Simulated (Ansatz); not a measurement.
Consider the hydrogenolysis of the Si–Br bond: `C[Si]1(Br)CN1` + H₂ → `C[SiH]1CN1` + HBr.

Gas-phase electronic energies from Ansatz, PBE0-D4/def2-TZVP geometries. CBS: MP2 limit from def2 TZ/QZ plus the TZ coupled-cluster correction, frozen cores. This one scheme is used for every species. Functionals use def2-TZVPP. B3LYP here is the variant with VWN-RPA as its local correlation; programs differ in this. For Br outer-core shells are correlated without core-valence functions, which leaves a few kJ/mol of doubt a bond. Scalar relativity is left out up to krypton.

| level | ΔE (kJ/mol) |
| --- | --- |
| PBE-D4 | 84.4 |
| B3LYP-D4 | 82.3 |
| B2PLYP | 78.4 |
| PBE-QIDH | 84.4 |
| PBE | 77.8 |
| CCSD(T)/def2-SVP | 62.3 |
| CCSD/def2-TZVPP | 75.0 |
| HF/def2-QZVPP | 67.0 |

What does CCSD(T)/CBS give? (Best estimate.)

The calculation gave: +85.5 kJ/mol. The listed levels differ from it by -1.1, -3.2, -7.1, -1.1, -7.7, -23.2, -10.5, -18.5 kJ/mol.

Largest T1 diagnostic among the species: 0.011.

The D4 term adds +10.8 kJ/mol with B3LYP and +5.9 kJ/mol with PBE0; it sums over pairs of atoms, weighted by their polarisabilities, and B3LYP, whose exchange is more repulsive, gets the larger term. At CCSD(T), def2-SVP lies −23.3 kJ/mol from the extrapolated value and def2-TZVPP −6.5 kJ/mol.

CCSD(T)/CBS has its own doubt, a few kJ/mol and more with outer-core shells, so smaller differences from it don't rank the levels.
